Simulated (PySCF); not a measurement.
## Which determinant of TlB lies lowest?

Unrestricted PBE0; Tl def2-TZVPP with ECP60, B def2-TZVPP; scalar-relativistic core potentials (PySCF 2.14). Outer shells of the fragments: Tl 5d10 6s2 6p1; B 2s2 2p1.

Followed along the bond (rough minima from three points):

```json
{"2Ms+1": "3", "unpaired": "σ ↑, π ↑", "⟨S²⟩ at the start": "2.01", "R at minimum (Å)": "2.47", "Te (eV)": "0.00"}
{"2Ms+1": "3", "unpaired": "π ↑↑", "⟨S²⟩ at the start": "2.01", "R at minimum (Å)": "2.25", "Te (eV)": "0.10"}
{"2Ms+1": "1", "unpaired": "σ ↓, π ↑", "⟨S²⟩ at the start": "1.01", "R at minimum (Å)": "2.47", "Te (eV)": "0.18"}
{"2Ms+1": "1", "unpaired": "π ↑↓", "⟨S²⟩ at the start": "1.01", "R at minimum (Å)": "2.26", "Te (eV)": "0.29"}
{"2Ms+1": "1", "unpaired": "none", "⟨S²⟩ at the start": "0.00", "R at minimum (Å)": "2.28", "Te (eV)": "1.00"}
```

Solutions found at the starting distance of 2.245 Å, counted from the lowest of them; the search is not exhaustive and high or unbound solutions are not listed, so other states can lie among these:

| 2Ms+1 | unpaired | term | E (eV) | ⟨S²⟩ | ⟨Lz²⟩ | μ (D) |
| --- | --- | --- | --- | --- | --- | --- |
| 3 | π ↑↑ | ³Σ⁻ | 0.00 | 2.01 | 0.00 | -2.63 |
| 3 | σ ↑, π ↑ | ³Π | 0.05 | 2.01 | 1.00 | -1.68 |
| 1 | π ↑↓ | mixed | 0.19 | 1.01 | 2.02 | -2.58 |
| 1 | σ ↓, π ↑ | mixed | 0.23 | 1.01 | 1.00 | -1.75 |
| 1 | none | mixed | 0.90 | 0.00 | 2.00 | -2.23 |
| 3 | π ↑↑ | mixed | 2.43 | 2.01 | 2.01 | 0.35 |
| 3 | σ ↑↑, π ↑↓ | mixed | 2.92 | 3.01 | 2.01 | -2.28 |
| 1 | σ ↓↓, π ↑↑ | mixed | 3.56 | 2.00 | 0.00 | -2.42 |
| 3 | σ ↑, π ↑ | mixed | 3.63 | 2.40 | 1.01 | -2.30 |
| 1 | σ ↓, π ↑ | mixed | 4.46 | 1.23 | 1.16 | -2.61 |

A term symbol is given only where ⟨S²⟩ and ⟨Lz²⟩ are close to those of a pure state; real π, δ and φ orbitals otherwise mix terms. A positive dipole means Tl(−)B(+).

**Question.** Compare the gap between the two lowest followed solutions at the starting distance with the gap between their minima.

**Answer.** At PBE0 the second solution (triplet, unpaired electrons π ↑↑) lies -0.05 eV from the first (triplet, unpaired electrons σ ↑, π ↑) at 2.245 Å and +0.10 eV at the minima; the two curves relax by different amounts, since their minima lie near 2.25 and 2.47 Å.

Spin–orbit coupling is left out, which matters for elements this heavy, above all for dissociation energies. Counting both spins, an empty level lies below a filled one in some of these solutions, because spin and occupation are held.
